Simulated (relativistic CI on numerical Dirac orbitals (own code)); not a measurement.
**How well does a small relativistic CI reproduce Ti6+?**

Computed by Dirac-Coulomb-Breit CI, orbitals from a KLI potential per configuration, QED by a radiative potential, valence Slater integrals scaled by 0.9, configuration energies shifted to the measured levels that pair with them (semi-empirical) (own radial code, finite nucleus).

Configuration list (outside the closed core [Ne]): 3s2 3p4, 3s 3p5, 3s2 3p3 3d, 3s2 3p3 4s, 3s2 3p3 4d, 3p6, 3s2 3p2 3d2, 3s 3p4 3d, 3p4 3d2, 3p5 3d, 3s 3p3 3d2, 3s2 3p3 4p, 3s2 3p3 4f, 3s 3p4 4s, 3s2 3p3 5s, 3s2 3p3 5p, 3s 3p4 4p, 3s2 3p3 5d, 3s2 3p2 3d 4s, 3s2 3p3 5f, 3s2 3p3 5g, 3s 3p4 4d, 3s2 3p2 3d 4p, 3s 3p4 4f, 3s 3p4 5s, 3s 3p4 5p, 3p5 4s, 3s 3p4 5d, 3s 3p3 3d 4s, 3s 3p4 5f. Levels of other configurations are missing.

| Configuration | Term (tabulated) | J | Measured (cm⁻¹) | Computed | Error | Purity (%) |
| --- | --- | --- | --- | --- | --- | --- |
| 3s2 3p4 | 3P | 2 | 0.0 | 0 | 0 | 95 |
| 3s2 3p4 | 3P | 1 | 4534.0 | 4510 | -24 | 97 |
| 3s2 3p4 | 3P | 0 | 5888.0 | 5834 | -54 | 95 |
| 3s2 3p4 | 1D | 2 | 24130.0 | 23860 | -270 | 95 |
| 3s 3p5 | 3P° | 2 | 196266.0 | 196279 | 13 | 80 |
| 3s 3p5 | 3P° | 1 | 200059.0 | 200054 | -5 | 79 |
| 3s 3p5 | 3P° | 0 | 202202.0 | 202184 | -18 | 79 |
| 3s 3p5 | 1P° | 1 | 251214.0 | 250542 | -672 | 55 |
| 3s2 3p3 3d | 1D° | 2 | 325261.0 | 322084 | -3177 | 95 |
| 3s2 3p3 3d | 1F° | 3 | 361904.0 | 361904 | 0 | 95 |
| 3s2 3p3 3d | 1D° | 2 | 407703.0 | 410596 | 2893 | 96 |
| 3s2 3p3 4s | 3S° | 1 | 564217.0 | 562556 | -1661 | 96 |
| 3s2 3p3 4s | 3D° | 1 | 586092.0 | 585861 | -231 | 94 |
| 3s2 3p3 4s | 3D° | 2 | 586308.0 | 586069 | -239 | 94 |
| 3s2 3p3 4s | 3D° | 3 | 586998.0 | 586677 | -321 | 97 |
| 3s2 3p3 4s | 1D° | 2 | 592918.0 | 592918 | 0 | 93 |
| 3s2 3p3 4s | 3P° | 0 | 607538.0 | 609963 | 2425 | 96 |
| 3s2 3p3 4s | 3P° | 1 | 607982.0 | 610366 | 2384 | 94 |
| 3s2 3p3 4s | 3P° | 2 | 609116.0 | 611360 | 2244 | 91 |
| 3s2 3p3 4s | 1P° | 1 | 614794.0 | 617395 | 2601 | 93 |
| 3s2 3p3 4d | 3D° | 1 | 726277.0 | 724659 | -1618 | 98 |
| 3s2 3p3 4d | 3D° | 2 | 726303.0 | 724576 | -1727 | 97 |
| 3s2 3p3 4d | 3D° | 3 | 726424.0 | 724731 | -1693 | 97 |
| 3s2 3p3 4d | 3P° | 2 | 752850.0 | 753783 | 933 | 73 |
| 3s2 3p3 4d | 3D° | 2 | 754591.0 | 754974 | 383 | 66 |
| 3s2 3p3 4d | 3S° | 1 | 756518.0 | 757665 | 1147 | 61 |
| 3s2 3p3 4d | 1D° | 2 | 757984.0 | 757984 | 0 | 87 |
| 3s2 3p3 4d | 1F° | 3 | 760504.0 | 760384 | -120 | 94 |
| 3s2 3p3 4d | 1F° | 3 | 781170.0 | 783102 | 1932 | 61 |

Measured levels from Corliss and Sugar, J. Phys. Chem. Ref. Data 8, 1 (1979); pairs were made by configuration, J and term (by order where the table uses no LS term), so strongly mixed levels may be paired wrongly. Some J values or terms of the table were assigned by a fit.

Mean error by configuration (cm⁻¹): 3s2 3p4 -116; 3s 3p5 -170; 3s2 3p3 3d -95; 3s2 3p3 4s 800; 3s2 3p3 4d -85. Over the excited levels the mean absolute error is 1028 cm⁻¹ (28 of the 39 excited levels that our extract of the source holds in range could be paired, and the others can miss by more), and the median relative error of those above 1,000 cm⁻¹ is 0.23 %, both after the shifts were fitted to these levels, so that a configuration with one level shows no error. Some levels of the ground configuration have no partner.

Configurations whose levels could be paired with our table of measured levels were shifted onto them, all but the ground configuration, by the median error of their levels; single terms can still be off by 1,000 to 2,000 cm⁻¹ or more, and rates follow the energies as ν³ (E1, M1) or ν⁵ (E2). The others borrow a shift and can be off by several thousand cm⁻¹ or more. 28 of the 39 excited levels that our extract of the measured tables holds in this range could be paired (the sources list more); they are missed by 1028 cm⁻¹ on average and 3177 at most, after the shifts were fitted to these levels, and levels without a partner can miss by more. Some levels of the ground configuration have no partner and can miss by 10 % or more.

Shifts applied (cm⁻¹): 3s2 3p4 0; 3s 3p5 -5165; 3s2 3p3 3d -13689; 3s2 3p3 4s -10319; 3s2 3p3 4d -26440.
